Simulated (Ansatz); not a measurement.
Reactions of `[CH3][Al]([OH])[Br]`.

Computed with Ansatz on PBE0-D4/def2-TZVP structures; ΔE is electronic, products minus reactants. CBS: MP2 limit from def2 TZ/QZ plus the TZ coupled-cluster correction, frozen cores. DFT in def2-TZVPP. Elements past krypton have def2 core potentials. For Br, Ge, In, Sn, Zn outer-core shells are correlated without core-valence functions, which leaves a few kJ/mol of doubt a bond. Scalar relativity is left out up to krypton. One conformer a species, not always the lowest.

| reaction | CCSD(T)/CBS(def2) (kJ/mol) |
| --- | --- |
| `[CH3][Al]([OH])[Br]` + `C[N](C)[Zn][Br]` → `[OH][Al]([Br])[Br]` + `[CH3][Zn][N](C)C` | 16 |
| `[CH3][Al]([OH])[Br]` + `[CH3][In]([NH2])[CH2]F` → `[CH3][Al]([OH])[CH2]F` + `[CH3][In]([NH2])[Br]` | ? |
| `[CH3][Al]([OH])[Br]` + `CO[SiH2][NH][GeH3]` → `C[O][Al]([OH])[Br]` + `C[SiH2][NH][GeH3]` | -14 |
| `[CH3][Al]([OH])[Br]` + `NB(S)[SiH2][SiH3]` → `[CH3][Al]([NH2])[Br]` + `OB(S)[SiH2][SiH3]` | ? |
| `[CH3][Al]([OH])[Br]` + `O[SiH](F)S` → `[OH][Al]([F])[Br]` + `C[SiH](O)S` | -26 |
| `[CH3][Al]([OH])[Br]` + `[F][SnH]([F])[SiH3]` → `[CH3][AlH][Br]` + `[OH][Sn]([F])([F])[SiH3]` | 105 |

(1) Fill in the missing values. (Estimate.)

Largest T1 diagnostic: 0.015, for `[OH][Sn]([F])([F])[SiH3]`.

## Answers

(1) Computed: `[CH3][Al]([OH])[Br]` + `[CH3][In]([NH2])[CH2]F` → `[CH3][Al]([OH])[CH2]F` + `[CH3][In]([NH2])[Br]`: +7.5 kJ/mol; `[CH3][Al]([OH])[Br]` + `NB(S)[SiH2][SiH3]` → `[CH3][Al]([NH2])[Br]` + `OB(S)[SiH2][SiH3]`: +40.4 kJ/mol.
